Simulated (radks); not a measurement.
Results of a calculation; reference values are marked as such.
Spherical jellium clusters: N electrons in a uniform positive sphere of charge N and radius rs N^(1/3), rs = 4.84 bohr. Level of theory: non-relativistic Kohn-Sham, PBEsol, spin-polarised, spherical densities (a radial shooting solver with Libxc functionals). Levels are named by radial order and angular momentum (1s, 1p, 1d, 2s, ...), and open shells are averaged over m.

N = 4, configuration 1s2 1p(up 2, down 0). This is the lowest configuration that the search found. Occupied levels:

level,occupation,eigenvalue (eV),<r> (bohr)
1s up,1,-3.5546,5.499
1s down,1,-3.1127,5.130
1p up,2,-2.3896,6.734

Energy (eV): total -6.31334, kinetic 5.3806, external -66.196, Hartree 32.442, exchange-correlation -11.941, background 34.001.
